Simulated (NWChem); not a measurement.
System: C₄H₆Si; SMILES C=CC#C[SiH3]

The following NWChem deck was run.

```
start job
memory heap 200 mb stack 900 mb global 1100 mb
geometry units angstroms noautoz
  C      0.528851    -3.015446    -0.044825
  C     -0.458552    -2.112001     0.047830
  C     -0.265801    -0.703911     0.030018
  C     -0.129015     0.511270     0.017220
  Si     0.087167     2.326840    -0.003206
  H      1.573886    -2.711005    -0.142684
  H      0.309241    -4.085331    -0.024378
  H     -1.496586    -2.453090     0.145092
  H      0.746874     2.744585    -1.275755
  H      0.939176     2.749089     1.147840
  H     -1.243060     2.995882     0.101179
end
basis spherical
  * library cc-pvdz
end
dft
  xc b3lyp
  iterations 150
  mulliken
end
task dft energy
```

Output (shortened):

```
             Northwest Computational Chemistry Package (NWChem) 7.3.0
             --------------------------------------------------------

 C1  symmetry detected

                             Geometry "geometry" -> ""
                             -------------------------

 Output coordinates in angstroms (scale by  1.889725989 to convert to a.u.)

  No.       Tag          Charge          X              Y              Z
 ---- ---------------- ---------- -------------- -------------- --------------
    1 C                    6.0000     0.51762883    -3.01501442    -0.00002915
    2 C                    6.0000    -0.47074402    -2.10788619    -0.00007881
    3 C                    6.0000    -0.27193492    -0.70052605     0.00015081
    4 C                    6.0000    -0.13003175     0.51413544     0.00014940
    5 Si                  14.0000     0.09386583     2.32888505    -0.00004793
    6 H                    1.0000     1.56836097    -2.71448027     0.00018352
    7 H                    1.0000     0.29309041    -4.08407149    -0.00015669
    8 H                    1.0000    -1.51458639    -2.44509422    -0.00023040
    9 H                    1.0000     0.87114882     2.74370015    -1.20539632
   10 H                    1.0000     0.83615253     2.74841731     1.22556359
   11 H                    1.0000    -1.23779673     3.00288508    -0.02044629

 Effective nuclear repulsion energy (a.u.)     170.3269192725

                                 NWChem DFT Module
                                 -----------------

 Summary of "ao basis" -> "ao basis" (spherical)
 ------------------------------------------------------------------------------
       Tag                 Description            Shells   Functions and Types
 ---------------- ------------------------------  ------  ---------------------
 C                          cc-pvdz                  6       14   3s2p1d
 Si                         cc-pvdz                  8       18   4s3p1d
 H                          cc-pvdz                  3        5   2s1p

            General Information
            -------------------
          SCF calculation type: DFT
          Wavefunction type:  closed shell.
          No. of atoms     :    11
          No. of electrons :    44
           Alpha electrons :    22
            Beta electrons :    22
          Charge           :     0
          Spin multiplicity:     1
          Use of symmetry is: off; symmetry adaption is: off
          Maximum number of iterations: 150
          AO basis - number of functions:   104
                     number of shells:    50
          Convergence on energy requested:  1.00D-06
          Convergence on density requested:  1.00D-05
          Convergence on gradient requested:  5.00D-04

              XC Information
              --------------
                         B3LYP Method XC Potential
                     Hartree-Fock (Exact) Exchange  0.200
                        Slater Exchange Functional  0.800 local
                    Becke 1988 Exchange Functional  0.720 non-local
              Lee-Yang-Parr Correlation Functional  0.810
                  VWN I RPA Correlation Functional  0.190 local

             Grid Information
             ----------------
          Grid used for XC integration:  medium
          Radial quadrature: Mura-Knowles
          Angular quadrature: Lebedev.
          Tag              B.-S. Rad. Rad. Pts. Rad. Cut. Ang. Pts.
          ---              ---------- --------- --------- ---------
          C                   0.70       49          14.0       434
          Si                  1.10       88          14.0       590
          H                   0.35       45          15.0       434
          Grid pruning is: on
          Number of quadrature shells:   554
          Spatial weights used:  Erf1

      Superposition of Atomic Density Guess
      -------------------------------------

 Sum of atomic energies:        -442.49552637

      Non-variational initial energy
      ------------------------------

 Total energy =    -445.084651
 1-e energy   =    -942.887816
 2-e energy   =     327.476246
 HOMO         =      -0.286068
 LUMO         =      -0.046017

     ---------------------------------------------
      Total Density - Mulliken Population Analysis
     ---------------------------------------------

    Atom       Charge   Shell Charges
 -----------   ------   -------------------------------------------------------
    1 C    6     6.06   2.00  0.74  0.46  1.92  0.91  0.04
    2 C    6     6.14   2.00  0.72  0.50  1.91  0.93  0.07
    3 C    6     5.80   2.00  0.75  0.55  1.87  0.56  0.07
    4 C    6     6.50   2.00  0.76  0.89  1.96  0.85  0.04
    5 Si  14    13.61   2.00  2.01  0.76  0.47  6.00  1.33  0.85  0.18
    6 H    1     0.92   0.67  0.21  0.03
    7 H    1     0.90   0.67  0.20  0.03
    8 H    1     0.91   0.67  0.21  0.03
    9 H    1     1.06   0.68  0.36  0.01
   10 H    1     1.06   0.68  0.36  0.01
   11 H    1     1.06   0.68  0.36  0.01

   convergence    iter        energy       DeltaE   RMS-Dens  Diis-err
 ---------------- ----- ----------------- --------- --------- ---------
 d= 0,ls=0.0,diis     1   -445.4177826699 -6.16D+02  1.05D-02  3.94D-01
 d= 0,ls=0.0,diis     2   -445.4537707529 -3.60D-02  4.03D-03  1.13D-01
 d= 0,ls=0.0,diis     3   -445.4465911399  7.18D-03  2.69D-03  1.73D-01
 d= 0,ls=0.0,diis     4   -445.4684569758 -2.19D-02  6.50D-04  9.92D-03
 d= 0,ls=0.0,diis     5   -445.4697889299 -1.33D-03  1.56D-04  2.84D-04
  Resetting Diis
 d= 0,ls=0.0,diis     6   -445.4698253582 -3.64D-05  4.52D-05  1.22D-05
 d= 0,ls=0.0,diis     7   -445.4698268479 -1.49D-06  3.78D-05  4.39D-06
 d= 0,ls=0.0,diis     8   -445.4698249953  1.85D-06  2.52D-05  1.73D-05
 d= 0,ls=0.0,diis     9   -445.4698274899 -2.49D-06  1.29D-06  1.97D-08
 d= 0,ls=0.0,diis    10   -445.4698274911 -1.22D-09  5.50D-07  9.62D-09

         Total DFT energy =     -445.469827491124
      One electron energy =     -947.064523174636
           Coulomb energy =      376.044892727021
    Exchange-Corr. energy =      -44.777116315982
 Nuclear repulsion energy =      170.326919272473

 Numeric. integr. density =       43.999994556437

                       DFT Final Molecular Orbital Analysis
                       ------------------------------------

 Vector   20  Occ=2.000000D+00  E=-3.369786D-01
              MO Center=  4.5D-02, -5.4D-01,  5.8D-03, r^2= 6.0D+00
   Bfn.  Coefficient  Atom+Function         Bfn.  Coefficient  Atom+Function
  ----- ------------  ---------------      ----- ------------  ---------------
    20      0.324807   2 C  pz               34      0.273147   3 C  pz
     6      0.226891   1 C  pz               23      0.185780   2 C  pz
    95     -0.175013  10 H  s                90      0.172137   9 H  s
    66     -0.166032   5 Si pz               48      0.144210   4 C  pz
    37      0.141556   3 C  pz                9      0.133787   1 C  pz

 Vector   21  Occ=2.000000D+00  E=-2.773625D-01
              MO Center= -2.5D-01,  9.3D-02, -2.4D-03, r^2= 2.7D+00
   Bfn.  Coefficient  Atom+Function         Bfn.  Coefficient  Atom+Function
  ----- ------------  ---------------      ----- ------------  ---------------
    46      0.395564   4 C  px               32      0.391412   3 C  px
    49      0.233511   4 C  px               35      0.219871   3 C  px
   100      0.140055  11 H  s               101      0.122215  11 H  s
    85      0.118300   8 H  s                18     -0.092821   2 C  px
     3     -0.090420   1 C  s                86      0.080654   8 H  s

 Vector   22  Occ=2.000000D+00  E=-2.502321D-01
              MO Center=  3.8D-02, -1.0D+00,  1.3D-03, r^2= 4.2D+00
   Bfn.  Coefficient  Atom+Function         Bfn.  Coefficient  Atom+Function
  ----- ------------  ---------------      ----- ------------  ---------------
    48     -0.349032   4 C  pz                6      0.328293   1 C  pz
    34     -0.264946   3 C  pz                9      0.239636   1 C  pz
    20      0.230793   2 C  pz               51     -0.218452   4 C  pz
    37     -0.162042   3 C  pz               23      0.155434   2 C  pz
    96      0.091059  10 H  s                91     -0.089561   9 H  s

 Vector   23  Occ=0.000000D+00  E=-4.869280D-02
              MO Center=  6.9D-02, -1.3D+00,  3.4D-04, r^2= 5.0D+00
   Bfn.  Coefficient  Atom+Function         Bfn.  Coefficient  Atom+Function
  ----- ------------  ---------------      ----- ------------  ---------------
     9      0.477751   1 C  pz                6      0.380884   1 C  pz
    23     -0.348785   2 C  pz               20     -0.281232   2 C  pz
    51      0.277428   4 C  pz               48      0.275796   4 C  pz
    69      0.252857   5 Si pz               96     -0.232312  10 H  s
    91      0.228452   9 H  s                34     -0.207406   3 C  pz

 Vector   24  Occ=0.000000D+00  E=-4.916794D-05
              MO Center= -1.5D-01,  2.9D-01,  5.7D-04, r^2= 5.3D+00
   Bfn.  Coefficient  Atom+Function         Bfn.  Coefficient  Atom+Function
  ----- ------------  ---------------      ----- ------------  ---------------
    67      0.624841   5 Si px              101      0.583264  11 H  s
     3      0.431665   1 C  s                35     -0.379010   3 C  px
    32     -0.375155   3 C  px               86     -0.374565   8 H  s
    49      0.315283   4 C  px               91     -0.301555   9 H  s
    96     -0.286808  10 H  s                81     -0.279910   7 H  s

[...]
```

Level: B3LYP/cc-pVDZ. Structure relaxed at the PBE0/def2-SVP level.
